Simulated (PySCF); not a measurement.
## Dipole moment and polarisability of Cu(AsH3)Me

Compound: Cu(AsH3)Me, CH6AsCu (singlet state).
Structure used (PBE0-D3(BJ)/def2-SVP), in Å, numbered top down from 1:
```xyz
9
CH6AsCu angstrom
Cu     0.0133   -0.0245   -0.3023
As    -0.0049   -0.0541    2.0207
H      1.2886   -0.1418    2.8016
H     -0.7414   -1.1324    2.7863
H     -0.5834    1.1215    2.7783
C      0.0379    0.0306   -2.2238
H     -0.9855    0.0230   -2.6383
H      0.5724   -0.8348   -2.6525
H      0.5357    0.9431   -2.5958
```

Level: B3LYP/def2-SVPD (PySCF), static field, nuclei fixed, core orbitals frozen in the response. The polarisability tensor in these axes (au):

```
x    63.12   0.01  -0.42
y     0.01  63.14  -0.83
z    -0.42  -0.83 107.07
```

Problem. Diagonalise the tensor; give its mean and Δα, where Δα² is half the sum of the squared differences of the eigenvalues.

Solution. Principal values 63.11, 63.12 and 107.09 au; mean 77.77 au = 11.53 Å³ = 12.82 × 10⁻⁴⁰ C²·m²/J; Δα = 43.97 au (57 % of the mean).

Problem. What is the dipole moment, and where does it point?

Solution. (-0.06, -0.10, 5.15) D, 5.15 D in size, pointing from the negative to the positive side. Measured along this direction, the outermost atoms are H8, H7 and H9 at the negative end and H4, H3 and H5 at the positive end.

Problem. Find the Langevin capture rate constant for NO+ (29.998 u) meeting this molecule (155.898 u), k = 2.342 × 10⁻⁹ cm³/s × √(α in Å³ / reduced mass in u).

Solution. The reduced mass is 25.16 u, so k = 1.59 × 10⁻⁹ cm³/s. The formula leaves out the permanent dipole, which adds to the capture rate.

Problem. How large is μ²/3kT at 350 K beside α?

Solution. In Gaussian units μ²/3kT = 182.70 Å³ against 11.53 Å³, a ratio of 15.85; the Debye molar polarisation (4π/3)N_A(α + μ²/3kT) is 489.9 cm³/mol, leaving out the vibrational part.

Problem. Sum over states: ᾱ = Σ f/ω², ω in Eh. What share falls to these 15 lowest TDDFT singlets (eV, f)? 3.80, 0.0223; 3.81, 0.0222; 4.19, 0.0537; 4.92, 0.0000; 4.93, 0.0000; 5.01, 0.0000; 5.03, 0.0015; 5.04, 0.0018; 5.08, 0.0006; 5.08, 0.0007; 5.38, 0.0004; 5.39, 0.0004; 5.41, 0.0006; 5.41, 0.0010; 5.48, 0.0019.

Solution. They add up to 4.78 au, 6.1 % of the 77.77 au; the largest single term is 2.26 au, from the state at 4.19 eV. Terms in order: 1.14, 1.13, 2.26, 0.00, 0.00, 0.00, 0.04, 0.05, 0.02, 0.02, 0.01, 0.01, 0.01, 0.03, 0.05 au. Higher excitations give the rest. The strengths listed sum to 0.107.

Problem. Rayleigh depolarisation ratio (linearly polarised light, static tensor)?

Solution. ρ = 3Δα²/(45ᾱ² + 4Δα²) = 5801.3/(272202 + 7735.0) = 0.0207.

Isolated species at its PBE0-D3(BJ)/def2-SVP geometry, gas phase. The calculation is non-relativistic, for arsenic too.

These values come from a run that also computed excited states. The run took 21 s (grids of density and orbitals included) on an Arm Neoverse V1 with one thread, shared host with 32 logical CPUs at a one-minute load of 14, and the process peaked at 0.61 GiB of memory.
